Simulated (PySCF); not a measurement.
**Static response to an electric field**

Species: C6H9OPS.
Numbering: `[CH3:1][CH2:2][c:3]1[o:4][cH:5][c:6]([S:7][CH3:8])[p:9]1` (hydrogens: H10, H11, H12 on C1; H13, H14 on C2; H15 on C5; H16, H17, H18 on C8)

Geometry (PBE0-D3(BJ)/def2-SVP, Å), atoms numbered from 1 in this order:
```
atom  x, y, z in Å
C1    -3.1845    0.1711   -0.8830
C2    -2.1935    0.8487    0.0598
C3    -0.8402    0.2273    0.0332
O4    -0.7938   -1.0558    0.4159
C5     0.4489   -1.5727    0.3547
C6     1.4112   -0.7096   -0.0791
S7     3.0964   -1.1659   -0.2273
C8     3.8185    0.3531   -0.8717
P9     0.6720    0.8916   -0.4408
H10   -3.2937   -0.8946   -0.6342
H11   -4.1764    0.6416   -0.8126
H12   -2.8430    0.2412   -1.9267
H13   -2.0846    1.9140   -0.1935
H14   -2.5782    0.8111    1.0948
H15    0.5248   -2.6145    0.6618
H16    3.6988    1.1874   -0.1647
H17    3.3834    0.6245   -1.8449
H18    4.8894    0.1467   -1.0035
```

Level: CAM-B3LYP/def2-SVPD (PySCF), static field, nuclei fixed, core orbitals frozen in the response. The polarisability tensor in these axes (au):

```
x   161.43  -5.16  -7.00
y    -5.16 112.64  -8.36
z    -7.00  -8.36  87.42
```

Task: Diagonalise the tensor; give its mean and Δα, where Δα² is half the sum of the squared differences of the eigenvalues.

Result: Principal values 84.03, 114.98 and 162.47 au; mean 120.50 au = 17.86 Å³ = 19.87 × 10⁻⁴⁰ C²·m²/J; Δα = 68.44 au (57 % of the mean).

Task: What is the dipole moment, and where does it point?

Result: (-0.70, 0.63, -0.19) D, 0.96 D in size, pointing from the negative to the positive side. Measured along this direction, the outermost atoms are H18 at the negative end and H11 at the positive end.

Task: How large is μ²/3kT at 298 K beside α?

Result: In Gaussian units μ²/3kT = 7.46 Å³ against 17.86 Å³, a ratio of 0.42; the Debye molar polarisation (4π/3)N_A(α + μ²/3kT) is 63.8 cm³/mol, leaving out the vibrational part.

Task: Traceless (Buckingham) quadrupole moment about the centre of nuclear charge: eigenvalues?

Result: -6.63, -2.58, 9.21 D·Å. The values depend on the origin, since the dipole doesn't vanish. The electronic extent ⟨r²⟩ about the same centre is 2037 bohr², a root-mean-square distance of 2.61 Å for the 84 electrons.

Task: Give the principal axes and the span of the nuclei along them.

Result: Largest value along (0.99, -0.09, -0.08), where the nuclei span 9.06 Å; middle along (0.06, 0.95, -0.30), 4.41 Å; least along (0.11, 0.30, 0.95), 3.06 Å. The response follows the extents in order.

The structure is a single PBE0-D3(BJ)/def2-SVP conformer in the gas phase; no vibrational or solvent corrections.
